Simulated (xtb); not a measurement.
C3H4BrCl, SMILES C/C=C(\Cl)Br. All values are semi-empirical tight-binding results from xtb (GFN2-xTB unless named), good for trends rather than for accurate numbers. The structure is a stationary point at GFN2-xTB.

Computed properties:
| Item | Result |
|---|---|
| point group as xtb finds it | Cs |
| orbital gap | 4.30 eV |
| zero-point energy | 37.4 kcal/mol |
| G − E(el) at 298.15 K (modified RRHO) | 17.4 kcal/mol |
| static polarisability (D4 model) | 70.6 bohr³ |
| solvation energy, GFN2-xTB/ALPB(water) | -2.1 kcal/mol |
| solvation energy, GFN2-xTB/ALPB(hexane) | -4.7 kcal/mol |
